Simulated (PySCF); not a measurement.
## Electronic structure of Ar (argon, neutral) at the UHF level

Configuration: [Ar], closed-shell 1S. Computed with PySCF 2.14 in 6-31G* (4s3p1d, 18 functions), with no relativity, point nucleus.

| Property | Result |
| --- | --- |
| Total energy | -526.772151 hartree |
| One-electron energy | -728.2252 hartree |
| Hartree (Coulomb) energy | 231.6423 hartree |
| Exchange energy | -30.1893 hartree |
| Kinetic energy | 526.81306 hartree |
| ⟨S²⟩ | 0.0000 |
| ⟨L²⟩ | 0.000 |
| Sum of ⟨r⟩ | 16.05 bohr |
| Sum of ⟨r²⟩ | 25.85 bohr² |
| Density at the nucleus (Gaussians lack the cusp) | 3610 bohr⁻³ |
| Langevin diamagnetic susceptibility | -20.5 ×10⁻⁶ cm³/mol |
| Time after the integrals | 0.03 s of wall time on 1 thread of Neoverse-V2 (shared host) |

```
shell  electrons  mean orbital energy (eV)  rms radius, mean of both spins (bohr)
   1s          2                   -3227.1                                 0.0998
   2s          2                   -335.19                                  0.448
   2p          6                   -260.37                                  0.417
   3s          2                   -34.688                                   1.54
   3p          6                   -16.025                                   1.81
```
